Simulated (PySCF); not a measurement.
# Spinor energies of Mn⁺ (manganese, charge +1)

Start: [Ar] 3d6; 3d3/2 filled at m_j = +3/2; 3d5/2 filled at m_j = -3/2, -1/2, +1/2, +3/2, +5/2. Calculated with PySCF 2.14 in x2c-TZVPall-2c with one added diffuse shell each of s, p, d type (7s8p5d1f, 63 functions): generalised Hartree-Fock with the X2C-1e Hamiltonian and a Gaussian nucleus; one run each with spin-orbit coupling (SO) switched off, then screened by Boettger's factors. This is a chosen level, not necessarily the ground level.

| spinor shell | electrons | ε, spin-free (eV) | ε, screened SO (eV) | weight of nominal j (screened SO) | rms radius, screened SO (bohr) |
| --- | --- | --- | --- | --- | --- |
| 1s1/2 | 2 | -6601.5 | -6601.4 | 1.000 | 0.0703 |
| 2s1/2 | 2 | -805.78 | -805.75 | 1.000 | 0.302 |
| 2p1/2 | 2 | -679.50 | -686.96 | 0.988 | 0.271 |
| 2p3/2 | 4 | -679.50 | -675.82 | 0.994 | 0.274 |
| 3s1/2 | 2 | -108.15 | -108.14 | 1.000 | 0.923 |
| 3p1/2 | 2 | -70.806 | -72.046 | 0.661 | 0.998 |
| 3d5/2 | 5 | -18.232 | -19.121 | 0.591 | 1.40 |
| 3d3/2 | 1 | -18.232 | -13.753 | 0.791 | 1.65 |

(1) Where does 3p3/2 lie, and what is the 3p spin-orbit splitting (screened SO)?

```
   quantity    spin-free  screened SO
E (hartree)  -1157.01311  -1157.02953
        M_J            4            4
       ⟨J²⟩       20.024       20.024
       ⟨L²⟩        6.009        6.013
       ⟨S²⟩        6.015        6.012
```

Each row is a mean over spinors that exchange with the open shell spreads, by up to 13.436 eV (3p3/2).

Rows whose weight is well below 1 are mixtures of j = l ± 1/2: exchange outweighs spin-orbit coupling there, and the label is only the starting occupation.

Without spin-orbit coupling the j labels of p, d and f shells carry no meaning; the spin-free column gives the mean over the occupied spinors of each nl shell.

Results:

(1) At -70.177 eV, 1.868 eV above 3p1/2.
